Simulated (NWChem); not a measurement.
## Correlation energy of CHCl2

SMILES: Cl[CH]Cl
```xyz
4

Cl     0.1691    -0.0239     1.4703
C     -0.6687     0.1485     0.0000
Cl     0.1691    -0.0239    -1.4703
H     -1.7364    -0.0785     0.0000
```
Charge 0, spin multiplicity 2.

The numbers come from NWChem runs, not from measurements. Structure: optimised with UPBE0/def2-SVP, a minimum by its harmonic frequencies.

Basis set: STO-3G. Each correlation energy counts from its own Hartree-Fock reference.

```
method           correlation energy (mHa)
---------------  ------------------------
UMP2                                -54.9
SCS-UMP2                            -58.9
CCSD on UHF                         -73.5
CCSD[T] on UHF                      -75.0
CCSD(T) on UHF                      -74.7
CCSD on ROHF                        -76.9
CCSD[T] on ROHF                     -78.5
CCSD(T) on ROHF                     -78.3
CCSDT on ROHF                       -78.5
```

The values span 23.7 mHa, from CCSD[T] on ROHF (lowest) to UMP2 (highest). 

The correlated methods keep 11 core orbitals frozen. The structure started from a generated list of species. The unpaired electrons of the parent sit in orbitals of symmetry a' (Cs labels of the run); other states weren't searched. No SCF solution was tested for a lower state. Open-shell Hartree-Fock references start from PBE0 orbitals. Coupled-cluster values serve here as a point of comparison, not as the truth.
